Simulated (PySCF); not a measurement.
C5H8NO (doublet state).
Z-matrix (Å and degrees, GFN2-xTB geometry), rows numbered from 1:
```
C 
C   1  1.5129
O   2  1.2235  1  122.77
N   2  1.3445  1  112.60  3   173.29
C   4  1.3420  2  128.58  1   151.30
C   5  1.5472  4  121.82  2   -49.91
C   6  1.4670  5   62.08  4   111.42
H   1  1.0882  2  108.57  3   -72.54
H   1  1.0855  2  110.74  3   167.63
H   1  1.0872  2  109.35  3    45.34
H   5  1.0857  4  112.77  2   165.42
H   6  1.0799  5  115.30  7  -109.99
H   6  1.0796  5  115.75  7   111.62
H   7  1.0793  5  114.42  6  -111.89
H   7  1.0795  5  114.37  6   111.02
```

The hyperfine couplings belong to this conformer and change with its torsions.

As a line formula: `CC(=O)[N]C1CC1` [radical].

Computed, not measured: UKS B3LYP, pcH-1 on C H N O, non-relativistic, mean-field spin-orbit, GIAO in PySCF 2.14.0. One conformer (not necessarily the lowest) at the GFN2-xTB geometry, without solvent, vibrations or thermal averaging. GFN2-xTB frequencies show an imaginary mode (23i cm⁻¹), so this geometry is no minimum at that level. Couplings are sensitive to structure, and on GFN2-xTB geometries they can be far from those on DFT ones. The frame is twisted about the C2–N4 bond at this geometry (dihedral O3–C2–N4–C5 = -36°); couplings at other torsion angles weren't computed. The SCF solution wasn't tested for stability.

Principal values of hyperfine tensors in MHz (contact and dipolar terms together), for some of the nuclei:

| atom | isotope | A1 | A2 | A3 |
| --- | --- | --- | --- | --- |
| N4 | 14N | 2.89 | 3.81 | 97.42 |
| C6 | 13C | 20.31 | 20.47 | 54.21 |
| C5 | 13C | -33.05 | -28.11 | -14.09 |
| C2 | 13C | -27.38 | -17.27 | -9.03 |
| H14 | 1H | 6.50 | 12.97 | 23.43 |
| H13 | 1H | 5.40 | 9.75 | 18.96 |
| O3 | 17O | -61.74 | 12.61 | 15.68 |
| H9 | 1H | 4.89 | 7.17 | 16.94 |

Give the isotropic coupling of each nucleus in MHz and in mT (g = 2.0052), and the anisotropic part.

a_iso = (A1 + A2 + A3)/3, Ti = Ai − a_iso; 1 mT corresponds to 28.066 MHz.

```tsv
atom	a_iso (MHz)	a_iso (mT)	T1	T2	T3
N4	34.71	1.237	-31.81	-30.90	62.71
C6	31.66	1.128	-11.35	-11.19	22.55
C5	-25.08	-0.894	-7.97	-3.03	10.99
C2	-17.90	-0.638	-9.48	0.62	8.86
H14	14.30	0.510	-7.80	-1.33	9.13
H13	11.37	0.405	-5.97	-1.62	7.59
O3	-11.15	-0.397	-50.59	23.76	26.83
H9	9.66	0.344	-4.78	-2.50	7.27
```

What spin density at the nucleus of C5 lies behind its contact coupling (g_N = 1.40482)?

a_FC = 800.24 MHz bohr³ × g_N × ρ(0)/(2S). With a_FC = -25.08 MHz and 2S = 1, ρ(0) = -0.02231 bohr⁻³.

C7 (13C, g_N = 1.40482) isn't in the table. Its spin density at the nucleus is 0.03189 bohr⁻³. What is its contact coupling?

By the same relation, a_FC = 35.8 MHz. Its full tensor has the principal values 20.65, 20.72, 66.17 MHz.

Which nucleus of the table has the largest anisotropic coupling, and what is its form?

N4: -31.8, -30.9, 62.7 MHz, axial, in the ratio −1:−1:+2, the form that spin in one p orbital centred on that nucleus gives.

What first-order splitting does N4 cause when the field lies along A1, A2 or A3 of its tensor (g taken as isotropic, no quadrupole term)?

3 lines (I = 1), spaced by |A_i|/(g × 13.996): 0.10, 0.14, 3.47 mT along the axes of A1, A2 and A3.
